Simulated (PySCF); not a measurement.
## Deuteron quadrupole couplings in `O=C/C([SiH3])=C\CC(F)(F)F`

Species: C₅H₇F₃OSi.
Cartesian coordinates in Å at the GFN2-xTB level; atoms count from 1:
```
atom  x, y, z in Å
O1     0.3356    2.4113    0.8023
C2     0.9719    1.4031    0.9806
C3     0.9980    0.2197    0.1154
Si4    2.6248   -0.7594    0.1018
C5    -0.0690   -0.1678   -0.5905
C6    -1.4160    0.4879   -0.5907
C7    -2.4825   -0.5083   -0.1759
F8    -2.5666   -1.5556   -1.0127
F9    -2.2543   -1.0180    1.0445
F10   -3.7027    0.0454   -0.1385
H11    1.6460    1.3108    1.8553
H12    2.4823   -1.8397   -0.8705
H13    2.8449   -1.2794    1.4519
H14    3.7041    0.1535   -0.2753
H15   -0.0079   -1.0631   -1.1977
H16   -1.4520    1.3403    0.0892
H17   -1.6635    0.8312   -1.5992
```

Level: PBE0/pcSseg-1 (PySCF, non-relativistic); Q(2H) = 0.00286 b; rigid geometry, the same for H and D, with no vibrational averaging.

Question: Rank these positions by the coupling χzz of a deuteron there, largest first.
A. H13 (Si–H hydrogen)
B. H17 (methylene hydrogen)
C. H16 (methylene hydrogen)
D. H11 (formyl hydrogen)
E. H15 (vinylic hydrogen)

Answer: E (210 kHz), B (199 kHz), C (193 kHz), D (179 kHz), A (109 kHz).

What are Vzz, η and χzz (234.96 MHz × Q × Vzz) at all hydrogens?

```tsv
atom	bonded to	bond length (Å)	Vzz (au)	η	χzz (kHz)
H11	C2	1.108	0.2664	0.04	179
H12	Si4	1.460	0.1637	0.02	110
H13	Si4	1.463	0.1616	0.02	109
H14	Si4	1.463	0.1616	0.02	109
H15	C5	1.084	0.3122	0.05	210
H16	C6	1.091	0.2873	0.02	193
H17	C6	1.094	0.2962	0.04	199
```

Average by the element that carries the hydrogen.

on C: 195 kHz over 4 positions, mean bond length 1.094 Å; on Si: 109 kHz over 3 positions, mean bond length 1.462 Å.

One conformer (not necessarily the lowest) at the GFN2-xTB geometry, without solvent, vibrations or thermal averaging. GFN2-xTB bond lengths can be off by several hundredths of an ångström, more for odd bonds, and the gradients follow them. With a basis this small, the couplings can be 20 % off.

The run behind these numbers computed NMR shieldings as well. Time: 90 s of wall time (grids of density and orbitals included); peak memory 0.94 GiB. Hardware: an Arm Neoverse N1 with one thread, no GPU, shared host.
